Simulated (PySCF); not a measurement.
Start geometry of `FC(F)=C(F)c1cn[se]n1` from GFN2-xTB (Å):
```
atom  x, y, z in Å
F1    -1.7956   -1.6653    1.2883
C2    -1.9813   -0.5846    0.5171
F3    -3.2759   -0.3729    0.2554
C4    -0.9436    0.1851    0.0565
F5    -1.2984    1.2300   -0.7282
C6     0.4304    0.0001    0.3147
C7     1.4587    0.8486   -0.2009
N8     2.6804    0.5345    0.1304
Se9    2.6262   -0.9058    1.1778
N10    0.8788   -0.9991    1.0722
H11    1.2585    1.7036   -0.8192
```

Problem. What comes out of this run: PBE0-D3(BJ)/def2-SVP geometry optimisation, gas phase (PySCF)?

Solution. 
```
atom  x, y, z in Å
F1    -1.8840   -1.6431    1.2308
C2    -1.9996   -0.5787    0.4971
F3    -3.2395   -0.3056    0.2002
C4    -0.9682    0.1700    0.0786
F5    -1.2472    1.2385   -0.6765
C6     0.4441   -0.0470    0.3565
C7     1.4614    0.8338   -0.1891
N8     2.6922    0.5528    0.1218
Se9    2.6618   -0.9061    1.1706
N10    0.8786   -1.0315    1.1040
H11    1.2383    1.6914   -0.8300
```

The energy falls by 0.213 eV over 8 energy and gradient evaluations, the largest force component goes from 0.0661 to 1.9e-04 Eh/bohr, and the atoms move by 0.053 Å rms after alignment. The bond that changes most is C4–C6 (vinylic C–F carbon to substituted aromatic carbon), which lengthens by 0.045 Å. Bonds longer at the end by more than 0.005 Å: 5 of 11; shorter: 5. Among the angles that change most is C4–C6–C7, from 123.9° to 121.2°. Rotational constants go from 2334, 508.2, 417.4 to 2393, 500.9, 414.2 MHz. The orientation of the end geometry is arbitrary; only internal coordinates are fixed.

The run used 163 basis functions and 64 SCF cycles in all.

Whether it is a minimum is left open (no frequencies). The numbers are those of one conformer.
